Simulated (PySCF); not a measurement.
C₃H₇AlF₂ (SMILES C[CH](C)[Al]([F])[F]), singlet, at a GFN2-xTB geometry (such geometries of metal compounds can be far from the true shape). Base run: HF/6-31G (PySCF).

The PySCF input:
```python
from pyscf import gto, scf, solvent

mol = gto.Mole()
mol.atom = '''
    Al    0.15291150    0.02884268    0.82213855
    F    -0.16490820   -1.27370568    1.78598161
    F     0.37537558    1.47415530    1.58909110
    C     0.28257186   -0.13996228   -1.17795368
    C    -0.08706492    1.18627767   -1.84893486
    C    -0.57744556   -1.30777798   -1.67023008
    H     1.32312383   -0.36405880   -1.45014928
    H     0.11937922    1.14479422   -2.91878608
    H    -1.14377749    1.40936044   -1.71189095
    H     0.48843186    2.00595127   -1.42018143
    H    -0.34180907   -2.21661980   -1.11762457
    H    -0.39954512   -1.49443351   -2.72967939
    H    -1.63622745   -1.09521967   -1.53243207
'''
mol.basis = '6-31g'
mol.verbose = 4
mol.build()

mf = scf.RHF(mol)
mf.kernel()
```

The base run was repeated with changes; each row names its change, and settings that it needs were set with it.

| change | ΔE vs base (kJ/mol) | dipole (D) | HOMO-LUMO gap (eV) |
|---|---|---|---|
| base | 0.00 | 3.13 | 13.14 |
| model = IEF-PCM; solvent = toluene; vdw_scale = 1.4 | -13.97 | 3.23 | 13.18 |
| model = IEF-PCM; solvent = methanol | -54.1 | 3.21 | 13.37 |
| model = IEF-PCM; solvent = toluene | -26.4 | 3.21 | 13.22 |
| model = IEF-PCM; solvent = toluene; lebedev_order = 41 | -26.3 | 3.21 | 13.22 |
| model = SS(V)PE; solvent = toluene | -26.17 | 3.21 | 13.22 |
| model = IEF-PCM; solvent = dimethylsulfoxide | -54.9 | 3.21 | 13.37 |
| model = IEF-PCM; solvent = toluene; r_probe = 0.5 | -10.30 | 3.22 | 13.17 |
| model = IEF-PCM; solvent = toluene; lebedev_order = 11 | -26.10 | 3.21 | 13.21 |
| model = IEF-PCM; solvent = 2-propanol | -52.2 | 3.22 | 13.35 |
| model = C-PCM; solvent = toluene | -32.2 | 3.18 | 13.28 |
| model = IEF-PCM; solvent = dichloromethane | -47.3 | 3.22 | 13.32 |

The base is the gas phase, so ΔE is the electrostatic part of solvation at a fixed geometry, without cavity and dispersion terms.
